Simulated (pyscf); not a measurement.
## H₃C–O–GeH₃, singlet

Gas-phase minimum from PySCF at ωB97X-D3(BJ)/def2-SVP, one conformer. 

SMILES: C[O][GeH3]
```xyz
9

C     -0.2715     1.5194    -1.0221
O      0.4363     0.3406    -0.7315
Ge    -0.4627    -1.1921    -0.6097
H      0.4422     2.3583    -1.0598
H     -1.0314     1.7557    -0.2506
H     -0.7879     1.4702    -2.0017
H     -1.5081    -1.0726     0.5161
H      0.5919    -2.2550    -0.2955
H     -1.1699    -1.4666    -1.9511
```

Bonds (Å): C1–O2 1.405, C1–H4 1.102, C1–H5 1.108, C1–H6 1.108, O2–Ge3 1.781, Ge3–H7 1.541, Ge3–H8 1.530, Ge3–H9 1.541. Bond angles (°): O2–C1–H4 108.6, O2–C1–H5 112.3, O2–C1–H6 112.3, H4–C1–H5 107.8, H4–C1–H6 107.8, H5–C1–H6 107.8, C1–O2–Ge3 118.8, O2–Ge3–H7 109.0, O2–Ge3–H8 105.3, O2–Ge3–H9 109.0, H7–Ge3–H8 111.8, H7–Ge3–H9 109.8, H8–Ge3–H9 111.8.

Properties at ωB97X-D3(BJ)/def2-SVP:

| Quantity | Value |
|---|---|
| Harmonic wavenumbers, unscaled | 123, 134, 226, 638, 648, 678, 880, 882, 907, 1164, 1186, 1214, 1482, 1485, 1490, 2167, 2176, 2229, 3002, 3071, 3137 cm⁻¹ |
| Zero-point energy | 41.3 kcal/mol |
| Rotational symmetry number | 1 |
| Entropy of this conformer at 298 K and 1 atm, rigid rotor and harmonic oscillator, modes under 100 cm⁻¹ raised to 100 | 307.7 J/(mol K) |
| Dipole moment | 1.25 D |

Single-point totals, which compare only within one level (frozen core for MP2 and CC):

```
level                   total energy (hartree)
----------------------  ----------------------
ωB97X-D3(BJ)/def2-TZVP             -2193.98003
PBE/def2-TZVP                      -2193.51999
r²SCAN/def2-TZVP                   -2193.90741
B3LYP-D3(BJ)/def2-TZVP             -2194.04560
PBE0-D3(BJ)/def2-TZVP              -2193.58925
M06-2X/def2-TZVP                   -2193.93045
ωB97M-D3(BJ)/def2-TZVP             -2194.02481
HF/def2-TZVPP                      -2191.63680
MP2/def2-TZVPP                     -2192.31806
CCSD/def2-TZVPP                    -2192.34506
CCSD(T)/def2-TZVPP                 -2192.36977
```

Soft torsions are taken as harmonic, which can shift the entropy by several J/(mol K). The CCSD(T) − MP2 part came from Ansatz, without density fitting, on the same reference. The frozen core leaves the outer d or s,p core shells of the metals and heavy elements correlated in the MP2 and CC values, and def2-TZVPP describes them poorly, so these totals are far from the basis limit. Elements up to Kr have no core potential and no relativistic terms here.
